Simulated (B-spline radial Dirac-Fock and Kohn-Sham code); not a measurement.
Nd³⁺ 4s: cross section and angular parameters

System: neodymium as Nd³⁺, [Xe] 4f3; threshold 347.3 eV (orbital energy of the model). Method: Dirac-Hartree-Slater photoionisation with a Latter tail; cross sections with all multipoles, angular parameters from the dipole term and its interference with E2. Computed with a radial finite-basis atomic code.

The run's input, task.json:

```json
{"items": [{
  "Z": 60,
  "q": 3,
  "cfg": [[1, 0, 2], [2, 0, 2], [2, 1, 6], [3, 0, 2], [3, 1, 6], [3, 2, 10], [4, 0, 2], [4, 1, 6], [4, 2, 10], [4, 3, 3], [5, 0, 2], [5, 1, 6]],
  "A": 142,
  "rrms": 4.9123,
  "do": "xps",
  "hv": [53.6, 70.1, 79.1, 117.0, 135.0, 150, 300, 372.0, 386.0, 469.0, 615.0, 1680.0, 1880.0, 2140.0, 2440.0, 2620.0, 2984.4, 3000.0, 3350.0, 4000, 4010.0, 5280.0, 5414.7, 6040.0, 7280.0, 8047.8, 9251.7, 9900.0, 12000]
}]}
```

Run with: `python xray2_run.py task.json out`

For linearly polarised light dσ/dΩ = σ/(4π) [1 + β P₂(cos θ) + (δ + γ cos²θ) sin θ cos φ], with θ from the polarisation vector and φ the angle between the beam and the projection of the electron momentum on the plane normal to the polarisation.

```csv
hν (eV),σ (kb),β,γ
372,112,1.919,0.424
386,108,1.924,0.436
469,89.4,1.941,0.473
615,66.0,1.954,0.469
1680,15.0,1.975,0.184
1880,12.4,1.976,0.138
2140,9.87,1.977,0.085
2440,7.82,1.978,0.034
2620,6.89,1.979,0.008
2984.4,5.46,1.979,-0.036
3000,5.41,1.979,-0.038
3350,4.43,1.980,-0.070
4000,?,?,?
4010,3.18,1.981,-0.108
5280,1.88,1.982,-0.121
5414.7,1.79,1.982,-0.119
6040,1.45,1.982,-0.103
7280,1.00,1.983,-0.047
8047.8,0.822,1.983,0.000
9251.7,0.620,1.983,0.087
9900,0.539,1.983,0.138
12000,0.361,1.983,0.320
```

Q: Give the values at 4000 eV.

A: σ = 3.19 kb, β = 1.981, γ = -0.108. For an s subshell δ is negligible.
